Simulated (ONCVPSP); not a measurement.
## tin (Sn): excitation energies, all-electron against ONCV

Sn, optimised norm-conserving Vanderbilt (ONCV), made with ONCVPSP 4.0.1 (PBE, scalar-relativistic). Core [Kr] 4d10, reference 5s2 5p2. Waves: 5s: rc 1.95 bohr, ncon 5, nbas 8, qcut 2.9 1/bohr, local; 5p: rc 2.85 bohr, ncon 3, nbas 6, qcut 3 1/bohr, 2 projectors, debl 1.8 Ha. Local part: the s channel. Core correction: Teter function, fcfact 4, rcfact 1.15.

Energies are relative to the spin-unpolarised reference configuration 5s2 5p2; without spin polarisation the order of configurations can differ from experiment.

Give the all-electron excitation energy and the error of the potential for: 5s2 5p1; 5s2 5p0; 5s1 5p0; 5s1 5p3.

```csv
valence configuration,charge,ΔE all-electron (eV),error AE − PS (meV)
5s2 5p1,+1,6.875,-0.9
5s2 5p0,+2,20.828,-6.1
5s1 5p0,+3,51.800,-72
5s1 5p3,0,6.978,+8.1
```

Levels in the configuration 5s2 5p1:

```
level  all-electron (eV)  pseudo (eV)
   5s            -17.812      -17.835
   5p            -10.256      -10.256
```
